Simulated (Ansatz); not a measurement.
Consider the redistribution: `[OH][AlH][SiH2][SeH]` + `SBS` → `SB[SiH2][SeH]` + `[OH][AlH][SH]`.

Computed with Ansatz on PBE0-D4/def2-TZVP structures; ΔE is electronic, products minus reactants. CCSD(T)/CBS is the MP2 limit (def2-TZVPP, def2-QZVPP) plus CCSD(T) − MP2 in def2-TZVPP, frozen cores. Functionals use def2-TZVPP. HSE06 is defined as in plane-wave codes. For Se outer-core shells are correlated without core-valence functions, which leaves a few kJ/mol of doubt a bond. Scalar relativity is left out up to krypton. One conformer a species, not always the lowest.

CCSD(T)/CBS gives -27.2 kJ/mol.

**Question.** Another level gave -23.0 kJ/mol. Which?
A. HF/def2-TZVPP
B. r2SCANh-D4/def2-TZVPP
C. ωB97M-V/def2-TZVPP
D. HSE06/def2-TZVPP

**Answer.** B. r2SCANh-D4 -23.0, HSE06 -17.2, ωB97M-V -27.0, HF/def2-TZVPP -31.1 kJ/mol.

Largest T1 diagnostic among the species: 0.014.

From PBE to PBE0 (25 % exact exchange), in def2-TZVPP and without D4, ΔE moves by −3.5 kJ/mol. Leaving LDA and LC-ωPBE aside and taking each functional with its dispersion term where it has one, the values, not all of them listed here, spread over 12.4 kJ/mol, from ωB97M-V to PBE-D4.
